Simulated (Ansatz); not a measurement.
Reaction (cleavage of the Al–Si bond): `C[SiH2][Al]([F])[F]` + `O[SiH3]` → `[F][Al]([F])[O][SiH3]` + `C[SiH3]`

Program: Ansatz. Geometries: PBE0-D4/def2-TZVP. ΔE: electronic, gas phase. CCSD(T)/CBS adds triple-zeta CCSD(T) − MP2 to the extrapolated MP2 energy (def2 sets, frozen cores). This one scheme is used for every species. One conformer a species, not always the lowest.

`C[SiH2][Al]([F])[F]`:

Cartesian coordinates in Å:
```
C -0.307 -0.237 1.569
Si -0.770 -0.050 -0.240
Al 1.168 0.342 -1.664
F 2.693 0.372 -1.044
F 1.032 0.587 -3.285
H 0.185 0.664 1.940
H -1.198 -0.415 2.174
H 0.378 -1.076 1.710
H -1.463 -1.274 -0.734
H -1.717 1.087 -0.425
```

`O[SiH3]`:

```xyz
6

O    -0.658    1.044    0.346
Si    0.072   -0.320   -0.220
H    -0.257    1.489    1.092
H     1.461   -0.049   -0.684
H    -0.756   -0.783   -1.357
H     0.138   -1.381    0.823
```

`[F][Al]([F])[O][SiH3]`:

```xyz
8

F     2.314   -1.778    0.794
Al    1.780   -0.391    0.116
F     2.895    0.652   -0.468
O     0.161   -0.052    0.024
Si   -1.424    0.309   -0.091
H    -2.207   -0.936   -0.293
H    -1.649    1.221   -1.241
H    -1.870    0.975    1.160
```

`C[SiH3]`:

Z-matrix (Å, degrees):
```
C
Si 1 1.871
H 1 1.092 2 110.8
H 1 1.092 2 110.8 3 -120.0
H 1 1.092 2 110.8 3 120.0
H 2 1.488 1 110.7 3 -179.9
H 2 1.488 1 110.7 3 -59.9
H 2 1.488 1 110.7 3 60.1
```

```csv
level,ΔE (kJ/mol)
CCSD/def2-TZVPP,-152.5
SCS-MP2/def2-QZVPP,-159.5
HF/CBS(def2),-174.7
MP2/CBS(def2),-154.6
```

Task: What does CCSD(T)/CBS give? (Estimate.)

Result: The calculation gave: -146.4 kJ/mol. The listed levels differ from it by -6.1, -13.1, -28.3, -8.2 kJ/mol.

Largest T1 diagnostic among the species: 0.013.

In def2-TZVPP, CCSD(T) changes the Hartree–Fock value by +23.4 kJ/mol (the triples alone add +4.1 kJ/mol) and MP2 by +15.1 kJ/mol. From PBE to PBE0 (25 % exact exchange), in def2-TZVPP and without D4, ΔE moves by −10.9 kJ/mol.
